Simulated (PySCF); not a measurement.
# How methods differ on the ionisation energy of Nb²⁺

Nb²⁺ [Kr] 4d3 (4F) → Nb³⁺ [Kr] 4d2 (3F), as a difference of total energies. Computed with PySCF 2.14 in aug-cc-pwCVDZ-PP with ECP28MDF (6s6p5d3f, 70 functions), with a scalar-relativistic core potential. Correlated levels: valence and next inner shell: nothing frozen outside the core potential. The calculations carry no spin-orbit coupling.

Order these methods by the ionisation energy they give, lowest first.
A. SCS-MP2 (valence and next inner shell)
B. UHF
C. CCSD(T) (valence and next inner shell)
D. MP2 (valence and next inner shell)

B (24.232 eV), A (24.676 eV), C (24.821 eV), D (24.866 eV).

The reference lies between the lowest fine-structure levels, while these numbers refer to the centres of the terms.

Errors of the correlated levels include the incompleteness of this basis.

For comparison: 25.04 eV (semi-empirical (NIST evaluation); NIST Atomic Spectra Database, ionization energies).
